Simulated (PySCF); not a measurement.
Spectrum to structure. Computed with TDDFT wB97X-D/def2-SVPD, vertical, gas phase, core orbitals frozen in the response (PySCF 2.14.0, density-fitted response routines). Geometries: PBE0-D3(BJ)/def2-SVP, one conformer each.

```
state  E (eV)       f  main configurations (H = HOMO, L = LUMO)
   S1    5.54   0.193                                 H→L (89%)
   S2    5.74   0.094                               H-1→L (82%)
   S3    6.44  0.0023                               H→L+2 (72%)
   S4    6.54  0.0004                             H-1→L+2 (67%)
   S5    6.92  0.0032                  H→L+1 (51%), H→L+3 (32%)
   S6    7.10  0.0093     H→L+1 (25%), H→L+4 (24%), H→L+7 (18%)
   S7    7.19   0.018      H-2→L (55%), H-4→L (24%), H-3→L (9%)
   S8    7.28  0.0033              H-1→L+1 (70%), H-1→L+3 (15%)
   S9    7.40   0.029     H-2→L (24%), H-4→L (17%), H-3→L (16%)
  S10    7.52   0.214                  H→L+6 (48%), H→L+5 (26%)
```

Triplets computed (Tamm–Dancoff): 3.73, 4.49, 5.89, 6.19 eV.

Problem. Which structure fits? All have the formula C7H12SSi.
A. `CC(C)[SiH2]c1cccs1`
B. `C#C/C(CC)=C(\C)S[SiH3]`
C. `C#C/C(CC)=C(/C)S[SiH3]`

Solution. A. Its S1, at 5.54 eV, is the highest among the candidates; the nearest of the others has S1 at 5.00 eV. S1 is HOMO→LUMO (89%). Löwdin shares by element: HOMO carbon 77% or more (atoms not listed hold the other 23%); LUMO carbon 54% or more, sulfur 20% (atoms not listed hold the other 26%). At the same level the other candidates give, for their lowest levels:
- `C#C/C(CC)=C(/C)S[SiH3]`: 4.82 eV (f 0.023); 5.22 eV (f 0.292); 5.50 eV (f 0.003); 5.82 eV (f 0.012); 6.10 eV (f 0.007); T1 3.27 eV; HOMO -8.42, LUMO 0.62 eV
- `C#C/C(CC)=C(\C)S[SiH3]`: 5.00 eV (f 0.456); 5.53 eV (f 0.020); 5.62 eV (f 0.021); 5.81 eV (f 0.011); 6.09 eV (f 0.018); T1 3.19 eV; HOMO -8.06, LUMO 0.73 eV

Shape of the structure used: `[CH3:1][CH:2]([CH3:3])[SiH2:4][c:5]1[cH:6][cH:7][cH:8][s:9]1`: C1–C2–Si4–C5 -57°, C2–Si4–C5–C6 111°.
